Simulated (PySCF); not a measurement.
ClSn (SMILES [Cl][Sn]), doublet, geometry from GFN2-xTB (such geometries of metal compounds can be far from the true shape) (core potentials on Sn); CASSCF(9,8)/def2-SVP in PySCF.

The PySCF input:
```python
from pyscf import gto, scf, mcscf
import numpy

mol = gto.Mole()
mol.atom = '''
    Sn   -0.00000000   -0.00000000   -0.60000370
    Cl    0.00000000    0.00000000    1.76471677
'''
mol.basis = 'def2-svp'
mol.ecp = {'Sn': 'def2-svp'}
mol.spin = 1
mol.verbose = 4
mol.build()

mf = scf.ROHF(mol)
mf.kernel()
mc = mcscf.CASSCF(mf, 8, 9)
mc.fix_spin_(ss=0.75)
mc.kernel()
occ = numpy.linalg.eigvalsh(mc.fcisolver.make_rdm1(mc.ci, mc.ncas, mc.nelecas))[::-1]
ss = mc.fcisolver.spin_square(mc.ci, mc.ncas, mc.nelecas)[0]
print('natural occupations', occ.round(4), ' <S^2>', round(ss, 4))
```

It wrote (shortened):

```
PySCF version 2.14.0

[INPUT] verbose = 4
[INPUT] num. atoms = 2
[INPUT] num. electrons = 39
[INPUT] charge = 0
[INPUT] spin (= nelec alpha-beta = 2S) = 1
[INPUT] symmetry False subgroup None
[INPUT] Mole.unit = angstrom
[INPUT] Symbol           X                Y                Z      unit          X                Y                Z       unit  Magmom
[...]
nuclear repulsion = 83.6937301448065
number of shells = 18
number of NR pGTOs = 97
number of NR cGTOs = 44
basis = def2-svp
ecp = {'Sn': 'def2-svp'}

******** <class 'pyscf.scf.rohf.ROHF'> ********
method = ROHF
initial guess = minao
damping factor = 0
level_shift factor = 0
DIIS = <class 'pyscf.scf.diis.CDIIS'>
diis_start_cycle = 1
diis_space = 8
diis_damp = 0
SCF conv_tol = 1e-09
SCF conv_tol_grad = None
SCF max_cycles = 50
direct_scf = True
direct_scf_tol = 1e-13
num. doubly occ = 19  num. singly occ = 1
Set gradient conv threshold to 3.16228e-05
init E= -649.474216553035

WARN: HOMO -0.629941217972526 >= LUMO -0.629941217972493

cycle= 1 E= -672.194860603522  delta_E= -22.7  |g|= 1.45  |ddm|=  4.3
[...]
cycle= 2 E= -672.652030519889  delta_E= -0.457  |g|= 0.643  |ddm|= 2.44
[...]
cycle= 3 E= -672.741972120538  delta_E= -0.0899  |g|= 0.0457  |ddm|= 0.597
[...]
cycle= 4 E= -672.743335070749  delta_E= -0.00136  |g|= 0.0158  |ddm|= 0.0772
[...]
cycle= 5 E= -672.7434984326  delta_E= -0.000163  |g|= 0.00479  |ddm|= 0.0286
[...]
cycle= 6 E= -672.7435294947  delta_E= -3.11e-05  |g|= 0.00141  |ddm|= 0.0133
[...]
cycle= 7 E= -672.743532329307  delta_E= -2.83e-06  |g|= 0.00043  |ddm|= 0.00345
[...]
cycle= 8 E= -672.743532570582  delta_E= -2.41e-07  |g|= 7.12e-05  |ddm|= 0.00114
[...]
cycle= 9 E= -672.743532574552  delta_E= -3.97e-09  |g|= 1.14e-05  |ddm|= 0.000148
[...]
cycle= 10 E= -672.743532574671  delta_E= -1.19e-10  |g|= 2.55e-06  |ddm|= 2.35e-05
[...]
Extra cycle  E= -672.743532574676  delta_E= -4.77e-12  |g|= 9.69e-07  |ddm|= 3.41e-06
converged SCF energy = -672.743532574676

******** <class 'pyscf.mcscf.mc1step.CASSCF'> ********
CAS (5e+4e, 8o), ncore = 15, nvir = 21
max_cycle_macro = 50
max_cycle_micro = 4
conv_tol = 1e-07
conv_tol_grad = None
orbital rotation max_stepsize = 0.02
orbital rotation threshold for CI restart = 0.01
augmented hessian ah_max_cycle = 30
augmented hessian ah_conv_tol = 1e-12
augmented hessian ah_linear dependence = 1e-14
augmented hessian ah_level shift = 1e-08
augmented hessian ah_start_tol = 2.5
augmented hessian ah_start_cycle = 3
augmented hessian ah_grad_trust_region = 3
kf_trust_region = 3
kf_interval = 4
ci_response_space = 4
ci_grad_trust_region = 3
with_dep4 0
natorb = False
canonicalization = True
sorting_mo_energy = False
ao2mo_level = 2
internal_rotation = False
******** <class 'pyscf.fci.addons.SpinPenaltyFCISolver'> ********
max. cycles = 50
conv_tol = 1e-08
davidson only = True
linear dependence = 1e-12
level shift = 0.001
max iter space = 12
nroots = 1
pspace_size = 400
spin = None
CASCI E = -672.758583150858  S^2 = 0.7500000
Set conv_tol_grad to 0.000316228
macro iter   1 ( 21 JK    4 micro), CASSCF E = -672.770157070486  dE = -1.15739196e-02  S^2 = 0.7500000
               |grad[o]|=0.0254  |grad[c]|=0.0163  |ddm|=0.0302  |maxRot[o]|=0.313
macro iter   2 ( 21 JK    4 micro), CASSCF E = -672.776614275094  dE = -6.45720461e-03  S^2 = 0.7500000
               |grad[o]|=0.0219  |grad[c]|=0.0108  |ddm|=0.0114  |maxRot[o]|=0.308
macro iter   3 ( 21 JK    4 micro), CASSCF E = -672.779452395580  dE = -2.83812049e-03  S^2 = 0.7500000
               |grad[o]|=0.0111  |grad[c]|=0.00584  |ddm|=0.00407  |maxRot[o]|=0.309
macro iter   4 ( 14 JK    4 micro), CASSCF E = -672.779685514616  dE = -2.33119036e-04  S^2 = 0.7500000
               |grad[o]|=0.00212  |grad[c]|=0.000962  |ddm|=0.00248  |maxRot[o]|=0.133
macro iter   5 (  8 JK    2 micro), CASSCF E = -672.779685895644  dE = -3.81028030e-07  S^2 = 0.7500000
               |grad[o]|=0.000284  |grad[c]|=0.000112  |ddm|=0.000226  |maxRot[o]|=0.00468
macro iter   6 (  3 JK    1 micro), CASSCF E = -672.779685909934  dE = -1.42903218e-08  S^2 = 0.7500000
               |grad[o]|=5.14e-05  |grad[c]|=6.2e-05  |ddm|=2.02e-05  |maxRot[o]|=0.000461
1-step CASSCF converged in   6 macro ( 88 JK  19 micro) steps
CASSCF canonicalization
Density matrix diagonal elements [1.97319449 1.99587684 1.98852612 1.95587859 1.00345618 0.04119747
 0.03230578 0.00956452]
CASSCF energy = -672.779685909934
CASCI E = -672.779685909934  E(CI) = -15.2653534139041  S^2 = 0.7500000
natural occupations [1.9964 1.9905 1.9809 1.9486 1.0029 0.0393 0.032  0.0095]  <S^2> 0.75
```
